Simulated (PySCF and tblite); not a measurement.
Values are calculated unless marked as measured or tabulated.
C₇H₉FO, numbered as in [CH3:1][C@@H:2]1[CH2:3][CH:4]=[C:5]([F:6])[C:7](=[O:8])[CH2:9]1.

First level. Search: ETKDG and KDG, MMFF94s, GFN2-xTB, 60 starts; geometries at GFN2-xTB. Weights use PBE0-D3(BJ)/pcSseg-1 energies plus GFN2-xTB zero-point and thermal terms (modes under about 100 cm⁻¹ blended into free rotors). Symmetry numbers and mirror images are counted. Conformers within 2 kcal/mol (GFN2-xTB free energy) were kept, 5 at most. GIAO shieldings: PBE0/pcSseg-1. Shifts are against TMS (¹H), TMS (¹³C), CFCl3 (¹⁹F) at the same level; of two unlike H on one atom, a is the less shielded. Codes: tblite and PySCF.

It gives, at 298.15 K, with 2 conformers (largest weight 81 %): ¹H: 6.66 (H4, 1H), 2.43 (H9a, 1H), 2.40 (H3a, 1H), 2.18 (H3b, 1H), 2.11 (H9b, 1H), 2.01 (H2, 1H), 1.12 (H1, 3H) ppm. ¹³C: 194.7 (C7), 164.6 (C5), 132.5 (C4), 51.1 (C9), 36.1 (C3), 35.2 (C2), 23.1 (C1) ppm. ¹⁹F: -129.7 (F6) ppm.

Second level: GFN2-xTB geometries, energies HSE06-D3(BJ)/pcseg-1 (IEF-PCM, chloroform), shieldings PW91/pcSseg-1 (IEF-PCM, chloroform), on up to 4 of the same conformers.

Question: How do the averaged shifts change?

Answer: 
| signal | first | second | change (ppm) |
| --- | --- | --- | --- |
| H1 | 1.12 | 1.14 | 0.01 |
| H2 | 2.01 | 2.24 | 0.24 |
| H3a | 2.40 | 2.65 | 0.24 |
| H3b | 2.18 | 2.42 | 0.24 |
| H4 | 6.66 | 6.93 | 0.27 |
| H9a | 2.43 | 2.44 | 0.01 |
| H9b | 2.11 | 2.33 | 0.22 |
| C1 | 23.1 | 24.2 | 1.0 |
| C2 | 35.2 | 39.7 | 4.4 |
| C3 | 36.1 | 39.8 | 3.7 |
| C4 | 132.5 | 137.4 | 4.8 |
| C5 | 164.6 | 164.1 | -0.5 |
| C7 | 194.7 | 197.1 | 2.4 |
| C9 | 51.1 | 54.7 | 3.6 |

The largest weight becomes 84 %.

Unscaled ¹⁹F shifts at such levels can be off by tens of ppm; differences between conformers or isomers are more reliable. Shifts are unscaled: against experiment ¹³C can be off by 15 ppm or more and ¹H by 0.8 ppm.


Conformer gaps in pcSseg-1 or pcseg-1 on xTB geometries can be 2 kcal/mol off for S=O, P=O and other polar bonds.